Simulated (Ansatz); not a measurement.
Two members of one family (Series TiCl2X2), computed with Ansatz in the gas phase. The two geometries come from different levels. Binding counts from free atoms in the multiplicity of their measured ground term, without zero-point energy. A dash marks a value that wasn't run or was left out as unsound. The structures are stationary points that may keep the symmetry of their start. Remarks come from the PBE and PBE0 runs and from stability tests at other levels; not every state was tested. HOMO above LUMO (over both spins in singlets and doublets, within one spin in higher multiplets; at PBE or PBE0), or a gap under 0.15 eV within one spin, warns that the state may not be the lowest or that an electron is smeared out.

First: TiF2Cl2 (singlet, charge 0, B3LYP-D4/def2-SVP geometry).

```xyz
5

Ti    0.071   -0.018    0.062
F     0.154   -1.372    1.132
F     1.477    0.961    0.292
Cl   -1.709    1.153    0.511
Cl    0.007   -0.724   -1.997
```

```tsv
level	HOMO (eV)	LUMO (eV)	gap (eV)	vertical IE (eV)	vertical triplet (eV)	binding per atom (eV)
revPBE-D4/def2-TZVP	-8.37	-4.34	4.03	–	–	–
r2SCAN-D4/def2-TZVP	-8.84	-4.46	4.38	11.83	4.50	–
B3LYP-D4/def2-TZVP	-9.58	-3.87	5.71	–	–	4.21
PBE0-D4/def2-SVP	-9.75	-3.69	6.06	–	–	4.24
PBE0-D4/def2-TZVP	-9.87	-3.63	6.24	12.00	4.27	4.23
```

Metal–donor distances: 2 × F 1.73 Å, 2 × Cl 2.18 Å.

Second: TiH2Cl2 (singlet, charge 0, r2SCAN-D4/def2-TZVP geometry).

```xyz
5

Ti    0.015    0.049   -0.034
H    -0.321    1.647    0.396
H     0.834   -0.005   -1.509
Cl   -1.888   -0.947   -0.324
Cl    1.360   -0.744    1.471
```

Estimate how these quantities change from the first to the second (second minus first).


| level | Δ HOMO (eV) | Δ LUMO (eV) | Δ gap (eV) | Δ vertical IE (eV) | Δ vertical triplet (eV) | Δ binding per atom (eV) |
| --- | --- | --- | --- | --- | --- | --- |
| revPBE-D4/def2-TZVP | 0.66 | -0.14 | -0.80 | – | – | – |
| r2SCAN-D4/def2-TZVP | 0.67 | -0.01 | -0.68 | -0.63 | -1.63 | – |
| B3LYP-D4/def2-TZVP | 0.51 | 0.17 | -0.34 | – | – | -1.30 |
| PBE0-D4/def2-SVP | 0.43 | 0.28 | -0.15 | – | – | -1.37 |
| PBE0-D4/def2-TZVP | 0.55 | 0.22 | -0.34 | -0.61 | -1.57 | -1.33 |

Metal–donor distances: 2 × H 1.69 Å, 2 × Cl 2.17 Å. Remarks: gap within one spin near zero at PBE or PBE0 (+1 doublet).
